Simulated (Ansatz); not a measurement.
C5H6AuNO (`[OH][Au-][n+]1ccccc1`) at its PBE0-D4/def2-TZVP geometry, where that method's forces vanish. Charge 0, multiplicity 1. Au takes the def2 core potential.

```xyz
14

O     2.1860    2.5272   -2.9832
Au    1.2677    1.4056   -1.6875
N     0.2332    0.3098   -0.3366
C     0.6925   -0.8735    0.0915
C     0.0074   -1.6463    1.0074
C    -1.2003   -1.1888    1.5071
C    -1.6753    0.0348    1.0662
C    -0.9348    0.7526    0.1483
H     3.0030    2.0895   -3.2358
H     1.6385   -1.1935   -0.3241
H     0.4245   -2.5953    1.3187
H    -1.7603   -1.7744    2.2262
H    -2.6128    0.4399    1.4245
H    -1.2691    1.7123   -0.2227
```

Task: What forces (eV/Å) does r2SCAN-D4/def2-TZVPP give on these atoms in the Gaussian-basis code of Ansatz? (An estimate is asked.)

Result: Ansatz gave: 
```
O1  -0.109  0.066  0.031
Au2 -0.034 -0.087  0.076
N3   0.291  0.309 -0.382
C4   0.248 -0.327  0.041
C5   0.087 -0.111  0.012
C6  -0.138 -0.143  0.178
C7  -0.110  0.089  0.015
C8  -0.328  0.246  0.062
H9   0.067 -0.073  0.001
H10  0.002  0.019 -0.014
H11  0.003  0.003 -0.004
H12  0.003  0.003 -0.002
H13  0.003  0.003 -0.004
H14  0.015  0.001 -0.011
```
